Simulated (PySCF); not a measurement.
## Radial density of Te²⁺ (tellurium, charge +2)

UHF, [Kr] 4d10 5s2 5p2, high-spin 3P determinant. All numbers are calculated (PySCF 2.14, the spin-free X2C one-electron Hamiltonian (Gaussian nucleus), in x2c-TZVPall (8s6p4d2f, 60 functions)).

| r (bohr) | 4πr²ρ (e/bohr) | 4πr²(ρα − ρβ) |
| --- | --- | --- |
| 0.0254 | 64.35 | 0.0130 |
| 0.0427 | 59.10 | 0.0360 |
| 0.0718 | 82.90 | 0.0384 |
| 0.121 | 72.91 | -0.0148 |
| 0.203 | 66.70 | 0.0630 |
| 0.342 | 52.85 | 0.0093 |
| 0.575 | 23.40 | 0.1800 |
| 0.967 | 19.73 | -0.0375 |
| 1.63 | 4.559 | 0.8788 |
| 2.74 | 1.324 | 0.7624 |
| 4.60 | 0.06975 | 0.0566 |
| 7.74 | 0.0001900 | 0.0002 |

Densities and radii are taken from the X2C orbitals without a picture-change correction, which distorts them close to the nucleus.

Task: Where is the radial spin density 4πr²(ρα − ρβ) most negative, and why is it negative at all?

Result: Around r = 0.967 bohr, down to -0.0375 e/bohr: exchange with the open shell polarises the paired shells in an unrestricted calculation.
